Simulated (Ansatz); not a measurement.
`[OH][GaH][SeH]` + `B[Si](F)(F)F` → `[OH][GaH][Si](F)(F)F` + `B[SeH]`  (redistribution)

Calculated with Ansatz (gas phase, PBE0-D4/def2-TZVP geometries, no zero-point term in ΔE). CCSD(T)/CBS is the MP2 limit (def2-TZVPP, def2-QZVPP) plus CCSD(T) − MP2 in def2-TZVPP, frozen cores. Functionals use def2-TZVPP. For Ga, Se outer-core shells are correlated without core-valence functions, which leaves a few kJ/mol of doubt a bond. Scalar relativity is left out up to krypton. Each species was taken in one conformer, which may not be the lowest.

```
        level  ΔE (kcal/mol)  difference from CCSD(T)/CBS
       PBE-D4           -7.4                         -3.9
    revPBE-D4           -7.1                         -3.6
   r2SCAN0-D4           -3.3                          0.2
     BHLYP-D4           -1.8                          1.7
      ωB97M-V           -4.1                         -0.6
      r2SCANh           -4.1                         -0.6
  HF/def2-SVP            1.9                          5.4
 MP2/def2-SVP           -3.0                          0.5
HF/def2-QZVPP            2.7                          6.2
 HF/CBS(def2)            2.7                          6.2
  CCSD(T)/CBS           -3.5                            0
```

Largest T1 diagnostic among the species: 0.014.

From r2SCAN to r2SCAN0 (25 % exact exchange), in def2-TZVPP and without D4, ΔE moves by +1.5 kcal/mol. In def2-TZVPP, CCSD(T) changes the Hartree–Fock value by −6.3 kcal/mol (the triples alone add −1.1 kcal/mol) and MP2 by −6.1 kcal/mol.
